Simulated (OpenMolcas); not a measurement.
Pm2+ among 6 point charges of -2 e arranged as a trigonal antiprism (D3d), with a polar angle of 55.8° against the regular 54.74°.

```yaml
Program: OpenMolcas 26.06
Method: CASSCF
Basis: ANO-RCC-VDZP [7s6p4d2f1g]
Scalar_Hamiltonian: DKH2, point nucleus
Active_space: 5 electrons in 7 orbitals (4f)
State_averaging: 2S+1 = 6 odd, 21 roots; 2S+1 = 4 odd, 128 roots kept (CI in the orbitals of an earlier block, 108 in the spin-orbit step); 2S+1 = 2 odd, 149 roots kept (CI in the orbitals of an earlier block, 41 in the spin-orbit step)
Spin-orbit_coupling: RASSI with atomic mean-field integrals over the reference wave functions
```

All point charges move together. At R = 2.98 Å the width of the lowest J multiplet is 147 cm-1, and at R = 3.22 Å it is 113 cm-1.

Task: A third run gives 186 cm-1. What distance was it run at?

Result: With a power law R^-n the two known points give n = -ln(113 / 147) / ln(3.22 / 2.98) = 3.40. Then R = 2.98 × (147 / 186)^(1/3.40) = 2.781 Å. The run was at 2.78 Å, so the estimate is off by +0.001 Å.

High states are left out of the spin-orbit mixing, which shifts the levels that they would mix with. This is an electrostatic model: the charges have no orbitals. A group larger than the point group allows holds several states that coincide in this model. No measured value stands beside these numbers.
